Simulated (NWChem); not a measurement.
System: SnHSF, singlet; SMILES [SH][Sn][F]

```xyz
4

Sn     0.3351     0.4624     0.0000
F     -1.5176     1.0917     0.0000
S     -0.2587    -1.9161     0.0000
H      1.0432    -2.2859     0.0000
```
Atoms are numbered in this order, from 1.

All runs: NWChem. Low-valent species are run as closed-shell singlets; no triplet was tried in these runs. The geometry was optimised at PBE0/def2-SVP. def2 effective core potentials on Sn; no spin-orbit coupling. Level M06-2X/def2-SVP: energy and gradient on several grids; changes count from the extra-fine grid, which is no exact limit either.

```tsv
grid	size of the energy change (μHa)	largest change of a gradient component (μHa/bohr)
xcoarse	4000	5000
coarse	300	500
medium	10	500
fine	< 10	60
xfine	< 10	< 30
```
